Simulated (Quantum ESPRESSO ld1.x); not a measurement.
The numbers below are computed, except where a source is named.
Q: These are the eigenvalues of the occupied orbitals of an atom or ion with whole-number occupations (hartree). Level of theory: Dirac Kohn-Sham, relativistic LDA (MacDonald-Vosko exchange, VWN5 correlation), spin-unpolarised, spherical densities, point nucleus (ld1.x of Quantum ESPRESSO 7.5).

1s1/2: -1517.97
2s1/2: -282.616
2p1/2: -270.068
2p3/2: -253.706
3s1/2: -93.4844
3p1/2: -88.2653
3p3/2: -84.7764
3d3/2: -75.9145
3d5/2: -75.1327

Which element is it, and in what charge state? The configuration may be excited. Open shells, if any, are shared by 2j + 1.

A: Z = 58, cerium, charge +32: Ce32+ in [Ar] 3d8. The list shows which subshells hold electrons but not how many an open one holds; the 1s level, -1518 hartree, gives Z - s = 55.1 by -(Z - s)^2/2, which with screening and relativity narrows Z to a few neighbours, and the depths of the outer levels then fix element, charge and occupations together.
